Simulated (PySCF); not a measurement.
## Computed properties of ScCl2, SMILES [Cl][Sc+][Cl], charge +1

ScCl₂, SMILES [Cl][Sc+][Cl], charge +1. Geometry: B3LYP-D3(BJ)/def2-TZVP. The multiplicity is an assumed one; other spin states were not compared. The isomer is the one that the SMILES or the coordinates give; other isomers of the formula were not compared. One conformer was computed; it need not be the lowest. All values are computed for the isolated molecule unless a solvent is named; none is compared with measurement here.

**Structure.** The optimised structure has C2v symmetry. All 3 harmonic modes at B3LYP-D3(BJ)/def2-TZVP (PySCF) are real, so it is a minimum. With heavy atoms numbered as in [Sc+:1]([Cl:2])[Cl:3], the shortest bond between them is Sc1–Cl3 at 2.196 Å and the longest Sc1–Cl2 at 2.196 Å.

**Vibrations.** The strongest infrared lines (harmonic, unscaled, degenerate partners summed) lie at 529 cm⁻¹ (201 km/mol, Sc 53 %, Cl 47 %), 476 cm⁻¹ (34 km/mol, Cl 65 %, Sc 35 %), 107 cm⁻¹ (11 km/mol, Cl 73 %, Sc 27 %). The softest mode is at 107 cm⁻¹ and the zero-point energy is 1.6 kcal/mol.

**Electronic structure.** B3LYP/def2-TZVPD (PySCF) places the frontier levels at -14.19 and -9.16 eV, a gap of 5.03 eV and a mean polarisability of 51.1 bohr³. PBE/def2-TZVPD (PySCF) at the same geometry gives -13.17 and -9.79 eV, so its gap is 1.65 eV narrower. An orbital gap is neither the optical nor the fundamental gap.

**Excitations.** TDA-CAM-B3LYP/def2-SVPD (PySCF) has S1 at 4.12 eV (301 nm, f = 0.000, dark); the most intense of the 10 singlets computed lies at 4.77 eV (f = 0.02). T1 (TDA) is at 4.08 eV, 0.04 eV under S1. TDA-PBE/def2-SVPD (PySCF) puts S1 at 3.36 eV. No vertical singlet excitation falls in the visible range (under 3.1 eV).
